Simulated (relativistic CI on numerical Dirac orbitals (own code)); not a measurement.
## What each ingredient does to the levels of Yb⁵⁴⁺

Base calculation: Dirac-Coulomb-Breit CI, separate exchange-only KLI orbitals for each configuration, model QED (radiative potential, 1s self-energy scaled to tabulated hydrogen-like ionisation energies), unscaled Slater integrals.

Configurations in the expansion (outside the closed core [Ne]): 3s²3p⁴, 3s3p⁵, 3s²3p³3d, 3p⁶, 3s3p⁴3d, 3p⁵3d, 3s3p³3d², 3s²3p²3d4p, 3p⁵4s, 3s3p³3d4s, 3s²3p³4s, 3p⁵4p, 3s²3p³4p, 3s²3p³4d, 3p⁴3d4p, 3s3p⁴4s, 3s²3p³4f, 3s3p⁴4p, 3s3p⁴4d, 3s3p⁴4f, 3s²3p³5s, 3s²3p³5p, 3s²3p²4s4p, 3s²3p³5d, 3s²3p³5f, 3s²3p³5g, 3s3p³4s², 3s3p⁴5s, 3s²3p²3d², 3s²3p3d³, 3s3p²3d³, 3s²3p3d²4s, 3s²3p3d²4p, 3s²3p3d²4d, 3p⁴3d², 3p³3d³, 3p³3d²4s, 3p³3d²4p, 3p³3d²4d, 3s²3p²3d4s, 3s3p²3d²4s, 3s²3p3d4s², 3s²3p3d4s4p, 3s²3p3d4s4d, 3p⁴3d4s, 3p³3d4s², 3p³3d4s4p, 3p³3d4s4d, 3s²3p²4s², 3s3p²3d4s², 3s²3p4s²4p, 3s²3p4s²4d, 3s²3p²4p², 3s²3p3d4p², 3s3p²3d4p², 3s²3p4s4p², 3s²3p4p³, 3s²3p4p²4d, 3s3p³4s4p, 3s3p²3d4s4p, 3s3p²4s²4p, 3s3p²4s4p², 3s3p²4s4p4d. Double excitations out of closed p, d and f shells are left out; levels of such configurations are missing from the list, as are those of other unlisted configurations, and high levels can miss mixing partners. These lack a partner that the ground configuration has and come out too high: 3s²3p³4f, 3s3p⁴4p, 3s3p⁴4d, 3s3p⁴4f, 3s²3p³5s.

Variants: (1) valence Slater integrals scaled by 0.9; (2) only the first 3 configurations; (3) one mean potential for all configurations. Shifts of the energy above 3s²3p⁴ ³P2, in eV, for the lowest level and the first level of each name with at least 55 % of one term (blank where a level changes its place among those of its configuration and J or its character, or is not in the variant):

| Level | Base | Δ(1) | Δ(2) | Δ(3) |
| --- | --- | --- | --- | --- |
| 3s²3p⁴ ³P2 | 0.000 | 0.000 | 0.000 | 0.000 |
| 3s²3p⁴ ¹S0 | 18.626 | -1.686 | +1.106 | +0.001 |
| 3s²3p³3d ³P°0 | 226.819 | +0.133 | -2.120 | -0.111 |
| 3s²3p⁴ ³P1 | 265.226 | +0.656 | +1.095 | +0.010 |
| 3s²3p⁴ ¹D2 | 274.397 | -0.277 | +1.526 | +0.009 |
| 3s3p⁵ ³P°2 | 434.390 | +2.745 | -1.124 | +0.094 |
| 3s²3p²3d² ³P0 | 469.884 | -0.323 |  | -0.038 |
| 3s²3p⁴ ³P0 | 546.567 | -0.105 | +4.074 | +0.020 |
| 3s²3p³3d ³G°5 | 552.178 | +0.333 | -2.127 | -0.112 |
| 3s3p⁴3d ³P0 | 673.842 | +1.653 |  | +0.069 |
| 3s3p⁴3d ⁵F5 | 700.917 | +3.472 |  | +0.071 |
| 3s3p⁵ ³P°0 | 702.165 | +3.297 | +0.988 | +0.073 |

At this charge energies of transitions that change n are usually good to better than 1 %, and those within a shell (Δn = 0) to a few per cent.

Ionisation energy from the two ground configurations alone: base 5223.99 eV. The NIST ASD value (theoretical) is 5224 eV.

LS names give the leading component of a level, which can be under half, so a name can repeat, a term be missing and a line seem to break the LS rules.
